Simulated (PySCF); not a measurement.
## BeAl⁺: from constants to spectrum

RHF-CCSD(T) constants of BeAl⁺, ¹Σ⁺ (singlet), closed shell (Be def2-TZVP, Al def2-TZVP; no relativity (PySCF 2.14); masses 9.0122 and 26.9815 u):

* ωe: 243.2 cm⁻¹
* ωexe: 3.43 cm⁻¹
* Be: 0.30918 cm⁻¹
* αe: 0.00559 cm⁻¹
* D (centrifugal): 2e-06 cm⁻¹
* De to Be + Al⁺: 0.53 eV

(1) Estimate the standard entropy (1 bar) and heat capacity of the ideal gas at 298.15 K, rigid rotor with B0 and harmonic oscillator at the fundamental.

Correlated steps freeze 5 core orbitals. For an ion De counts to the pair picked by the measured ionisation energies or electron affinities, which need not be the lowest pair at this level.

Results:

(1) Translation (Sackur–Tetrode, M = 35.99 u): 153.5 J/(mol K). Rotation: q = kT/(σB0) = 676 with σ = 1, 62.5. Vibration: x = hcν0/kT = 1.14, 7.66. S° = 223.7 J/(mol K); Cp = 7R/2 + 7.47 = 36.6 J/(mol K).
